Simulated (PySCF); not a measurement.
Si(H)(Cl)(Me)2 (C2H7ClSi), SMILES C[SiH](C)Cl. Atoms are numbered in the order given.

```xyz
11

Si     0.3823     0.4189     0.0000
C      1.1741    -0.2664     1.5533
C      1.1741    -0.2664    -1.5533
Cl    -1.6420    -0.1247     0.0000
H      0.4283     1.9078     0.0000
H      2.2384     0.0190     1.6004
H      0.6736     0.1188     2.4552
H      1.1101    -1.3660     1.5684
H      0.6736     0.1188    -2.4552
H      2.2384     0.0190    -1.6004
H      1.1101    -1.3660    -1.5684
```

The structure is a stationary point at B3LYP-D3(BJ)/def2-SVP.

Method: PBE0/def2-TZVP (PySCF).

Isolated molecule, no solvent.

```json
{
  "total_energy": "-829.87295 hartree",
  "point_group": "Cs",
  "highest_occupied_level": "-8.51 eV",
  "lowest_empty_level": "0.86 eV",
  "orbital_gap": "9.36 eV",
  "dipole_moment": "2.16 D",
  "quadrupole, principal values (traceless, Buckingham form, about the centre of nuclear charge)": "-1.32, -0.45, 1.77 D·Å",
  "mean_static_polarisability": "61.9 bohr³ (9.17 Å³)",
  "polarisability_principal_values": "55.1, 62.9, 67.7 bohr³"
}
```
